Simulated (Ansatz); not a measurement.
Species: CaCl2, charge 0, singlet. CaCl2 (SMILES [Cl][Ca][Cl]).
B3LYP-D3(BJ)/def2-TZVP minimum from Ansatz (an electronic-structure program):
```xyz
3

Ca     0.0000     0.0000     0.0000
Cl     0.0000     0.0000     2.4696
Cl     0.0000     0.0000    -2.4696
```

Quantity: atomisation energy (electronic, to ground-state atoms), in kJ/mol. Open shells are spin-unrestricted; no spin-orbit coupling. Correlated methods leave the cores frozen (noble-gas shells, and filled d and f shells in the p block). No relativity. CBS(X,Y): correlation extrapolated as X^-3, Hartree-Fock from the larger set. A bracket is a step between two methods taken in the basis named. Double hybrids freeze cores in their MP2 part. For partners of very few electrons the exact lower level stands in for a higher one. The restricted determinant of Ca ([Ca], singlet) is unstable towards broken spin symmetry in at least one set run.

CCSD(T)/CBS(def2-TZVPP,def2-QZVPP) + [CCSDT(Q) - CCSD(T)]/def2-TZVPP + [CCSDTQ - CCSDT(Q)]/def2-SVP (Ansatz) gives 912.9 kJ/mol.

Task: How far off this value is PBE/def2-TZVPD (Ansatz), in which direction, and how far these levels: wB97M-V/def2-TZVPD, B2PLYP/def2-TZVPD, CCSD(T)/CBS(def2-TZVPP,def2-QZVPP)?

Result: PBE gives 905.5 kJ/mol, 7.4 kJ/mol below it. Differences of the others: wB97M-V/def2-TZVPD (Ansatz) -16.7; B2PLYP/def2-TZVPD (Ansatz) -38.6; CCSD(T)/CBS(def2-TZVPP,def2-QZVPP) (Ansatz) 0.5 kJ/mol.
